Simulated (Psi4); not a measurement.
Psi4 input (wB97X-D/6-31G*):

```
memory 1500 MB

molecule {
0 1
Si   -2.20436500    0.15637200   -0.57419300
Si    0.04754200   -0.00337200    0.01238400
Cl    0.97738100   -1.48102300   -1.07313100
Cl    0.24767100   -0.44921700    2.00927300
Cl    1.02005700    1.77097700   -0.35133600
H    -2.85752400   -1.13893200   -0.28419800
H    -2.82179300    1.23690900    0.22565000
H    -2.29199600    0.46748700   -2.01781800
symmetry c1
no_reorient
no_com
}

set {
  basis 6-31G*
  reference rks
  scf_type pk
  dft_radial_points 99
  dft_spherical_points 590
  e_convergence 1e-8
  d_convergence 1e-7
  maxiter 150
}

e = energy('wb97x-d')
print_out(f'\nFINAL {e:.10f} DIPOLE {variable("CURRENT DIPOLE")[0]:.6f} {variable("CURRENT DIPOLE")[1]:.6f} {variable("CURRENT DIPOLE")[2]:.6f}\n')
```

Output:

```
   => Loading Basis Set <=

    Name: 6-31G*
    Role: ORBITAL
    Keyword: BASIS
    atoms 1-2 entry SI         line   268 file 6-31gs.gbs
    atoms 3-5 entry CL         line   340 file 6-31gs.gbs
    atoms 6-8 entry H          line    44 file 6-31gs.gbs

   => WB97X-D: Empirical Dispersion <=

    Chai and Head-Gordon Dispersion Correction
    Chai, J.-D.; Head-Gordon, M. (2010), J. Chem. Phys., 132: 6615-6620

        s6 =       1.000000

         ---------------------------------------------------------
                                   SCF
               by Justin Turney, Rob Parrish, Andy Simmonett
                          and Daniel G. A. Smith
                              RKS Reference
         ---------------------------------------------------------

  ==> Geometry <==

    Molecular point group: c1
    Full point group: C1

    Geometry (in Angstrom), charge = 0, multiplicity = 1:

       Center              X                  Y                   Z               Mass
    ------------   -----------------  -----------------  -----------------  -----------------
         SI          -2.204365000000     0.156372000000    -0.574193000000    27.976926534650
         SI           0.047542000000    -0.003372000000     0.012384000000    27.976926534650
         CL           0.977381000000    -1.481023000000    -1.073131000000    34.968852682000
         CL           0.247671000000    -0.449217000000     2.009273000000    34.968852682000
         CL           1.020057000000     1.770977000000    -0.351336000000    34.968852682000
         H           -2.857524000000    -1.138932000000    -0.284198000000     1.007825032230
         H           -2.821793000000     1.236909000000     0.225650000000     1.007825032230
         H           -2.291996000000     0.467487000000    -2.017818000000     1.007825032230

  Running in c1 symmetry.

  Rotational constants: A =      0.04278  B =      0.03931  C =      0.03931 [cm^-1]
  Rotational constants: A =   1282.53357  B =   1178.35943  C =   1178.35926 [MHz]
  Nuclear repulsion =  512.634073534352297

  Charge       = 0
  Multiplicity = 1
  Electrons    = 82
  Nalpha       = 41
  Nbeta        = 41

  ==> Algorithm <==

  SCF Algorithm Type is PK.
  DIIS enabled.
  MOM disabled.
  Fractional occupation disabled.
  Guess Type is SAD.
  Energy threshold   = 1.00e-08
  Density threshold  = 1.00e-07
  Integral threshold = 1.00e-12

  ==> Primary Basis <==

  Basis Set: 6-31G*
    Blend: 6-31G*
    Number of shells: 46
    Number of basis functions: 101
    Number of Cartesian functions: 101
    Spherical Harmonics?: false
    Max angular momentum: 2

  ==> DFT Potential <==

   => LibXC <=

    Version 7.1.2
    S. Lehtola, C. Steigemann, M. J. T. Oliveira, and M. A. L. Marques,  SoftwareX 7, 1–5 (2018) (10.1016/j.softx.2017.11.002)

   => Composite Functional: WB97X-D <=

    wB97X-D Hyb-GGA Exchange-Correlation Functional

    J.-D. Chai and M. Head-Gordon,  Phys. Chem. Chem. Phys. 10, 6615–6620 (2008) (10.1039/B810189B)

    Deriv               =              1
    GGA                 =           TRUE
    Meta                =          FALSE

    Exchange Hybrid     =           TRUE
    MP2 Hybrid          =          FALSE

   => Exchange-Correlation Functionals <=

    1.0000   wB97X-D range-separated functional

   => Exact (HF) Exchange <=

    0.7780            HF,LR [omega = 0.2000]
    0.2220               HF

   => LibXC Density Thresholds  <==

    XC_HYB_GGA_XC_WB97X_D:  1.00E-14

   => Molecular Quadrature <=

    Radial Scheme          =       TREUTLER
    Pruning Scheme         =           NONE
    Nuclear Scheme         =       TREUTLER

    Blocking Scheme        =         OCTREE
    BS radius alpha        =              1
    Pruning alpha          =              1
    Radial Points          =             99
    Spherical Points       =            590
    Total Points           =         436329
    Total Blocks           =           3192
    Max Points             =            256
    Max Functions          =             96
    Weights Tolerance      =       1.00E-15

  ==> Integral Setup <==

  Using in-core PK algorithm.
   Calculation information:
      Number of atoms:                   8
      Number of AO shells:              46
      Number of primitives:            147
      Number of atomic orbitals:       101
      Number of basis functions:       101

      Integral cutoff                 1.00e-12
      Number of threads:                 1

  Performing in-core PK
  Using 39806928 doubles for integral storage.
  We computed 457171 shell quartets total.
  Whereas there are 584821 unique shell quartets.

  Computing range-separated integrals for PK
  We computed 457171 wK shell quartets total.
  Whereas there are 584821 wK unique shell quartets.

  ==> DiskJK: Disk-Based J/K Matrices <==

    J tasked:                  Yes
    K tasked:                  Yes
    wK tasked:                 Yes
    Omega:               2.000E-01
    Schwarz Cutoff:          1E-12


  Cached 25.0% of DFT collocation blocks in 0.210 [GiB].

  Minimum eigenvalue in the overlap matrix is 4.0540084144E-03.
  Reciprocal condition number of the overlap matrix is 6.8320947890E-04.
    Using symmetric orthogonalization.

  ==> Pre-Iterations <==

  SCF Guess: Superposition of Atomic Densities via on-the-fly atomic UHF (no occupation information).

   -------------------------
    Irrep   Nso     Nmo
   -------------------------
     A        101     101
   -------------------------
    Total     101     101
   -------------------------

  ==> Iterations <==

                        Total Energy        Delta E     RMS |[F,P]|

   @RKS iter SAD: -1961.19018016061591   -1.96119e+03   0.00000e+00
   @RKS iter   1: -1961.39194801406848   -2.01768e-01   2.65225e-03 ADIIS/DIIS
   @RKS iter   2: -1961.42153862734790   -2.95906e-02   1.69311e-03 ADIIS/DIIS
   @RKS iter   3: -1961.43638458282476   -1.48460e-02   2.99337e-04 ADIIS/DIIS
   @RKS iter   4: -1961.43701315302815   -6.28570e-04   7.68588e-05 DIIS
   @RKS iter   5: -1961.43708456131253   -7.14083e-05   1.37869e-05 DIIS
   @RKS iter   6: -1961.43708682063971   -2.25933e-06   3.65906e-06 DIIS
   @RKS iter   7: -1961.43708698818114   -1.67541e-07   6.96888e-07 DIIS
   @RKS iter   8: -1961.43708699512626   -6.94513e-09   1.71984e-07 DIIS
   @RKS iter   9: -1961.43708699557192   -4.45652e-10   4.68322e-08 DIIS
  Energy and wave function converged.

  ==> Post-Iterations <==

   Electrons on quadrature grid:
      Ntotal   =   82.0000012049 ; deviation = 1.205e-06

    Orbital Energies [Eh]
    ---------------------

    Doubly Occupied:

       1A   -101.729622     2A   -101.729621     3A   -101.729621
       4A    -66.400661     5A    -66.298962     6A     -9.604036
       7A     -9.604025     8A     -9.604025     9A     -7.350271
      10A     -7.350271    11A     -7.350255    12A     -7.343750
      13A     -7.343747    14A     -7.343746    15A     -7.343723
      16A     -7.343713    17A     -7.343712    18A     -5.506354
      19A     -5.420494    20A     -3.852170    21A     -3.852170
      22A     -3.848752    23A     -3.764922    24A     -3.764065
      25A     -3.764065    26A     -0.976095    27A     -0.937923
      28A     -0.937923    29A     -0.683160    30A     -0.617750
      31A     -0.521615    32A     -0.521615    33A     -0.490687
      34A     -0.462250    35A     -0.462250    36A     -0.447266
      37A     -0.447266    38A     -0.423383    39A     -0.423383
      40A     -0.410824    41A     -0.386330

    Virtual:

      42A      0.045716    43A      0.048110    44A      0.048110
      45A      0.092425    46A      0.139017    47A      0.139018
      48A      0.156558    49A      0.217530    50A      0.282916
      51A      0.282919    52A      0.289503    53A      0.302686
      54A      0.302689    55A      0.330974    56A      0.439297
      57A      0.443046    58A      0.443046    59A      0.477168
      60A      0.477169    61A      0.501848    62A      0.557365
      63A      0.557367    64A      0.571489    65A      0.592332
      66A      0.592334    67A      0.604512    68A      0.638273
      69A      0.638274    70A      0.685760    71A      0.747870
      72A      0.747871    73A      0.751872    74A      0.751872
      75A      0.774095    76A      0.774096    77A      0.794235
      78A      0.922946    79A      0.928146    80A      0.938044
      81A      0.938046    82A      0.939420    83A      0.946359
      84A      0.946359    85A      0.972122    86A      1.010404
      87A      1.010405    88A      1.072329    89A      1.086012
      90A      1.086013    91A      1.157902    92A      1.230224
      93A      1.230224    94A      1.284197    95A      1.382221
      96A      1.382221    97A      2.898928    98A      3.005516
      99A      4.336772   100A      4.336772   101A      4.372328

    Final Occupation by Irrep:
              A
    DOCC [    41 ]
    NA   [    41 ]
    NB   [    41 ]

  @RKS Final Energy: -1961.43708699557192

   => Energetics <=

    Nuclear Repulsion Energy =            512.6340735343522965
    One-Electron Energy =               -3732.6078019932729148
    Two-Electron Energy =                1351.6762884506613318
    DFT Exchange-Correlation Energy =     -93.1361002232982287
    Empirical Dispersion Energy =          -0.0035467640145854
    VV10 Nonlocal Energy =                  0.0000000000000000
    Total Energy =                      -1961.4370869955719172

Computation Completed

Properties will be evaluated at   0.000000,   0.000000,   0.000000 [a0]

Properties computed using the SCF density matrix

 Multipole Moments:

 ------------------------------------------------------------------------------------
     Multipole            Electronic (a.u.)      Nuclear  (a.u.)        Total (a.u.)
 ------------------------------------------------------------------------------------

 L = 1.  Multiply by 2.5417464519 to convert [e a0] to [Debye]
 Dipole X            :         -0.8254689            0.0000340           -0.8254349
 Dipole Y            :          0.0585619           -0.0000132            0.0585487
 Dipole Z            :         -0.2150261            0.0000189           -0.2150072
 Magnitude           :                                                    0.8549847

 ------------------------------------------------------------------------------------

FINAL -1961.4370869956 DIPOLE -0.825435 0.058549 -0.215007

*** Psi4 exiting successfully. Buy a developer a beer!
```

The geometry given is a B3LYP-D3(BJ)/def2-TZVP minimum.
